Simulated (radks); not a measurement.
Results of a calculation; reference values are marked as such.
Er I, configuration [Xe] 4f12 6s1.75 6p0.25 (fractional occupations, a model configuration). Code: a radial shooting solver on a logarithmic mesh with Libxc functionals. Model: Dirac Kohn-Sham, PBEsol, spin-unpolarised, spherical densities, point nucleus; open shells fill j = l - 1/2 first.

Spin-orbit splittings of the eigenvalues, e(l+1/2) - e(l-1/2), with zeta = 2 splitting/(2l+1) and mean radii in bohr:

shell  occ.  splitting (eV)  zeta (eV)  <r> j=l-1/2  <r> j=l+1/2
2p        6           916.4      610.9      0.07148      0.07876
3p        6           192.4      128.3       0.2147       0.2284
3d       10           42.07      16.83       0.2013       0.2055
4p        6           43.37      28.91       0.5172       0.5488
4d       10           7.880      3.152       0.5775       0.5888
4f       12           1.082     0.3091       0.8206       0.8448
5p        6           5.370      3.580        1.419        1.533
6p     0.25               ?          ?        5.475        5.910

Estimate the 6p splitting.

Answer. 0.2456 eV (zeta = 0.1637 eV).
